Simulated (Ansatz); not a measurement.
Species: C4H7O, net charge 0, doublet state. It need not be the lowest isomer of its formula. 
Structure (B3LYP-D3(BJ)/def2-TZVP (Ansatz, an electronic-structure program) minimum search):
SMILES: C[CH]CC=O
```xyz
12

C     -2.3234    -0.1969    -0.0334
C     -0.8958     0.1191    -0.2845
C      0.1620    -0.4165     0.6016
C      1.5749    -0.0281     0.2477
O      1.8910     0.6683    -0.6804
H     -2.9780     0.2691    -0.7692
H     -2.6472     0.1393     0.9616
H     -2.5123    -1.2793    -0.0569
H     -0.5978     0.7431    -1.1142
H      0.0106    -0.1205     1.6546
H      0.1436    -1.5196     0.6501
H      2.3474    -0.4437     0.9289
```
Charge 0, spin multiplicity 2.

Q: Give the harmonic wavenumbers at B3LYP-D3(BJ)/def2-TZVP (Ansatz, finite differences of forces, unscaled).

A: 46, 75, 162, 199, 328, 354, 687, 699, 856, 973, 976, 1023, 1114, 1162, 1204, 1296, 1400, 1412, 1416, 1436, 1471, 1483, 1807, 2873, 2928, 2933, 2967, 2986, 3103, 3212 cm⁻¹. Zero-point energy 60.9 kcal/mol.

Q: From these and the geometry, give the ideal-gas thermochemistry at 298.15 K and 1 atm (rigid rotor, harmonic oscillator).

A: Point group Cs, rotational symmetry number 1. Rotational constants 16.12, 2.576, 2.283 GHz. S(trans) 38.70, S(rot) 25.63, S(vib) 17.42, S(elec, spin only) 1.38, S 83.1 cal/(mol K). H(298) - H(0) 4.93 kcal/mol; G - E(el) 41.0 kcal/mol.
